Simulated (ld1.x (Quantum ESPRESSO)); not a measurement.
## Transferability test, RRKJ potential for Al

* Element: Al (Z = 13)
* Generator: ld1.x (Quantum ESPRESSO) 7.5
* Type: norm-conserving RRKJ (Kleinman–Bylander form)
* Functional: PBE
* Relativity: fully relativistic
* Frozen core: [Ne]
* Valence charge: 3
* Reference configuration: 3s2 3p0.5 (charge +0.5)
* Partial waves: 3p (bound): rc 2.00 bohr; 3s (bound): rc 1.90 bohr
* Local potential: the s channel
* Core correction: Bessel-smoothed model core inside 0.95 bohr

Open shells are filled in proportion to 2j + 1 (rel_dist='average').

Energies are relative to the spin-unpolarised reference configuration 3s2 3p0.5; without spin polarisation the order of configurations can differ from experiment.

Question: Give the all-electron excitation energy and the error of the potential for: 3s2 3p1; 3s2 3p0; 3s1 3p0; 3s0 3p3; 3s2 3p1.3; 3s1 3p1; 3s1 3p2.

Answer:

```
valence configuration  charge  ΔE all-electron (eV)  error AE − PS (meV)
              3s2 3p1       0                -2.086                 +0.4
              3s2 3p0      +1                 3.676                 +0.6
              3s1 3p0      +2                22.901                 +7.7
              3s0 3p3       0                 8.365                  -11
            3s2 3p1.3    -0.3                -2.660                 +0.8
              3s1 3p1      +1                 9.486                 +0.6
              3s1 3p2       0                 3.054                 -3.2
```

Levels in the configuration 3s1 3p0:

| level | all-electron (eV) | pseudo (eV) |
| --- | --- | --- |
| 3s j=1/2 | -23.747 | -23.740 |
